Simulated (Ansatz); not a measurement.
FH₈NSi₃ (`F[SiH2]N[SiH2][SiH3]`), relaxed with RKS PBE-D4/def2-SVP in Ansatz 0.2.0 from a rough embedded geometry. The force threshold is 0.03 eV/Å; the program also tests the step.

The species carries charge 0 and has multiplicity 1.

Start:

```xyz
13

F    -1.468    1.006   -1.138
Si   -1.303    1.504    0.367
N    -0.873    0.125    1.184
Si    0.750   -0.408    0.886
Si    1.128   -1.207   -1.334
H    -2.607    1.965    0.907
H    -0.264    2.553    0.518
H    -1.509   -0.623    1.019
H     1.616    0.709    1.195
H     0.967   -1.502    1.783
H     1.013   -0.106   -2.320
H     0.096   -2.250   -1.637
H     2.455   -1.766   -1.430
```

(1) How much energy does the relaxation release, and in how many steps? (Best estimate.)

(2) Which bonds change most? (Best estimate.)

(3) Give the relaxed structure. (Estimate.)

Answers

(1) The calculation gave: 0.59 eV, in 6 steps.

(2) The calculation gave: Si2–N3 from 1.659 to 1.734 Å; Si4–H10 from 1.432 to 1.506 Å; Si5–H13 from 1.443 to 1.508 Å; Si4–H9 from 1.447 to 1.506 Å.

(3) The calculation gave: 
```xyz
13

F    -1.776    1.358   -1.281
Si   -1.442    1.571    0.316
N    -0.821    0.126    1.047
Si    0.825   -0.510    0.883
Si    1.215   -1.259   -1.319
H    -2.730    1.950    0.979
H    -0.379    2.622    0.401
H    -1.525   -0.569    1.317
H     1.792    0.596    1.218
H     0.991   -1.629    1.878
H     1.130   -0.088   -2.263
H     0.155   -2.259   -1.703
H     2.566   -1.908   -1.475
```
